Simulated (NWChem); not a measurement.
System meant: AlSiH$_{4}$O$_{2}$F; SMILES [OH][Al]([OH])[SiH2]F

The following NWChem deck was run.

```
start job
memory heap 200 mb stack 900 mb global 1100 mb
geometry units angstroms noautoz
  Si     0.658879    -1.533885     0.042584
  F     -0.663902    -2.516129    -0.057786
  Al    -0.055467     0.799981    -0.000943
  O      1.213268     1.957388    -0.038323
  O     -1.734448     1.147790     0.016165
  H      1.400137    -1.886422     1.308998
  H      1.577258    -1.877684    -1.103890
  H      1.134825     2.923344    -0.048853
  H     -2.166400     2.014881     0.001534
end
basis spherical
  * library def2-svp
end
dft
  xc xpbe96 cpbe96
  iterations 4
  mulliken
end
task dft energy
```

End of the output:

```
    Atom       Charge   Shell Charges
 -----------   ------   -------------------------------------------------------
    1 Si  14    13.66   2.00  1.93  0.70  0.38  5.81  1.26  1.19  0.38
    2 F    9     9.21   1.98  1.02  0.78  3.20  2.23  0.01
    3 Al  13    12.72   2.00  1.93  0.58  0.25  5.81  0.97  0.67  0.51
    4 O    8     8.19   1.97  0.87  0.60  2.67  2.06  0.01
    5 O    8     8.22   1.97  0.88  0.60  2.72  2.05  0.01
    6 H    1     1.09   0.64  0.43  0.02
    7 H    1     1.09   0.64  0.43  0.02
    8 H    1     0.92   0.55  0.18  0.18
    9 H    1     0.91   0.55  0.18  0.18

 center of mass
 --------------
 x =  -0.04516749 y =  -0.05443538 z =  -0.00362218

 moments of inertia (a.u.)
 ------------------
        1091.444378291277          -0.000000000000           0.000000000000
          -0.000000000000         377.911822602803          -0.000000000000
           0.000000000000          -0.000000000000        1447.238209382420

     Multipole analysis of the density
     ---------------------------------

     L   x y z        total         alpha         beta         nuclear
     -   - - -        -----         -----         ----         -------
     0   0 0 0     -0.000000    -28.000000    -28.000000     56.000000

     1   1 0 0      0.099804      0.049902      0.049902      0.000000
     1   0 1 0      1.462995      0.731498      0.731498     -0.000000
     1   0 0 1      0.010346      0.005173      0.005173      0.000000

     2   2 0 0    -33.846021   -117.634391   -117.634391    201.422761
     2   1 1 0     -3.650242      5.178884      5.178884    -14.008011
     2   1 0 1      0.088965      0.079524      0.079524     -0.070083
     2   0 2 0    -26.744877   -295.504835   -295.504835    564.264794
     2   0 1 1     -0.131325      0.467725      0.467725     -1.066775
     2   0 0 2    -30.420062    -20.569278    -20.569278     10.718494

 ------------------------------------------------------------------------
 dft energy failed                                                                                  0
 ------------------------------------------------------------------------
 ------------------------------------------------------------------------
  current input line :
    22: task dft energy
 ------------------------------------------------------------------------
 ------------------------------------------------------------------------
 This type of error is most commonly associated with calculations not reaching convergence criteria
 ------------------------------------------------------------------------
 For more information see the NWChem manual at https://nwchemgit.github.io

0:dft energy failed:Received an Error in Communication
```

**Question.** What is wrong, and how is it mended?

**Answer.** Convergence was not reached. Cause: the SCF was allowed too few iterations. This input runs:
```
start job
memory heap 200 mb stack 900 mb global 1100 mb
geometry units angstroms noautoz
  Si     0.658879    -1.533885     0.042584
  F     -0.663902    -2.516129    -0.057786
  Al    -0.055467     0.799981    -0.000943
  O      1.213268     1.957388    -0.038323
  O     -1.734448     1.147790     0.016165
  H      1.400137    -1.886422     1.308998
  H      1.577258    -1.877684    -1.103890
  H      1.134825     2.923344    -0.048853
  H     -2.166400     2.014881     0.001534
end
basis spherical
  * library def2-svp
end
dft
  xc xpbe96 cpbe96
  iterations 150
  mulliken
end
task dft energy
```
It converges to -783.86257 Ha (PBE/def2-SVP).
